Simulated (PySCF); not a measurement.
Functional dependence of a UV spectrum

Species: 2-hexanone, C₆H₁₂O.
Numbering: `[CH3:1][CH2:2][CH2:3][CH2:4][C:5]([CH3:6])=[O:7]` (hydrogens: H8, H9, H10 on C1; H11, H12 on C2; H13, H14 on C3; H15, H16 on C4; H17, H18, H19 on C6)

Linear-response calculations in the def2-SVPD basis (PySCF; singlets by full response, triplets Tamm–Dancoff, core orbitals frozen in the response; HF means time-dependent Hartree–Fock). 'Strongest' is the level of largest summed f among the singlets computed (10 roots, of which the last may lack a degenerate partner); it can jump between rows when another state enters that window. S1 is the lowest singlet of each run and needn't be the same state throughout; f(S1) is that of one state. The structure is a single PBE0-D3(BJ)/def2-SVP conformer in the gas phase; no vibrational or solvent corrections.

| functional | kind | S1 (eV) | f(S1) | strongest (eV) | T1 (eV) | HOMO (eV) | gap (eV) | ionisation energy, ΔSCF (eV) |
| --- | --- | --- | --- | --- | --- | --- | --- | --- |
| LDA | LDA | 4.25 | 0.000 | 6.88 | 3.75 | -5.80 | 3.99 | 9.26 |
| PBE | GGA | 4.28 | 0.000 | 7.05 | 3.70 | -5.64 | 4.05 | 9.06 |
| B3LYP | global hybrid, 20% exact exchange | 4.46 | 0.000 | 8.27 | 3.89 | -7.01 | 6.31 | 9.41 |
| PBE0 | global hybrid, 25% exact exchange | 4.49 | 0.000 | 6.64 | 3.88 | -7.24 | 6.83 | 9.36 |
| BHandHLYP | global hybrid, 50% exact exchange | 4.71 | 0.000 | 9.02 | 4.13 | -8.81 | 9.63 | 9.38 |
| wB97X-D | range-separated hybrid | 4.53 | 0.000 | 9.10 | 3.99 | -9.16 | 10.62 | 9.48 |
| LC-wPBE | range-separated hybrid | 4.52 | 0.000 | 9.50 | 3.90 | -10.00 | 12.03 | 9.63 |
| HF | Hartree–Fock | 5.13 | 0.000 | 9.52 | 4.56 | -11.22 | 13.76 | not settled |

**Question.** What does CAM-B3LYP (range-separated hybrid) give?

**Answer.** S1 (eV) 4.52, f(S1) 0.000, strongest (eV) 8.44, T1 (eV) 3.95, HOMO (eV) -8.72, gap (eV) 9.50, ionisation energy, ΔSCF (eV) 9.56. S1 runs from 4.25 eV (LDA) to 5.13 eV (HF), a spread of 0.88 eV, while the orbital gap spreads over 9.8 eV. Along PBE (0%), B3LYP (20%), PBE0 (25%), BHandHLYP (50%), HF (100%) S1 rises with the share of exact exchange. −ε(HOMO) comes closest to its own ΔSCF ionisation energy with wB97X-D (-0.32 eV) and misses most with LDA (-3.46 eV). 'Not settled' means that the ion's SCF failed to converge or may have ended in another state than the lowest.
